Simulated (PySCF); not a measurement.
C3H3F3O2.
SMILES with atom numbers: `[F:1][CH:2]1[O:3][C@@H:4]([F:5])[C@H:6]([F:7])[O:8]1` (hydrogens: H9 on C2; H10 on C4; H11 on C6)

Computed, not measured: PBE0-D3(BJ)/def2-SVP geometry optimisation, gas phase in PySCF.

Q: Give the optimised bond lengths and angles.

A: 
```
  bond  length (pm)
 F1–C2        134.4
 C2–O3        138.6
 O3–C4        137.7
 C4–F5        136.0
 C4–C6        152.8
 C6–F7        135.7
 C6–O8        138.1
 C2–O8        138.2
 C2–H9        110.1
C4–H10        109.9
C6–H11        109.9
```

A selection of angles:
```
   angle  degrees
F1–C2–O3    108.6
F1–C2–O8    110.9
O3–C2–O8    107.2
C2–O3–C4    110.3
O3–C4–F5    110.3
O3–C4–C6    103.5
F5–C4–C6    109.5
C4–C6–F7    109.8
C4–C6–O8    102.7
F7–C6–O8    111.5
C2–O8–C6    109.0
```

Torsions: F1–C2–O3–C4 -119° (anticlinal); C2–O3–C4–F5 -103° (anticlinal); O3–C4–C6–F7 94° (anticlinal); C4–C6–O8–C2 27° (synperiplanar); F1–C2–O8–C6 100° (anticlinal).

The 5-membered ring C2–O3–C4–C6–O8 has internal angles of 102.7° to 110.3°; it is puckered, 0.11 Å rms from its mean plane, widest ring torsion 27°.

Point group: C1 (no symmetry element, even within 0.4 Å). Stationary, but not proved a minimum. The numbers are those of one conformer.

The run took 88 s on one thread, Arm Neoverse N1 (aarch64), no GPU (shared host), and the process peaked at 0.50 GiB of memory. This is the geometry optimisation.
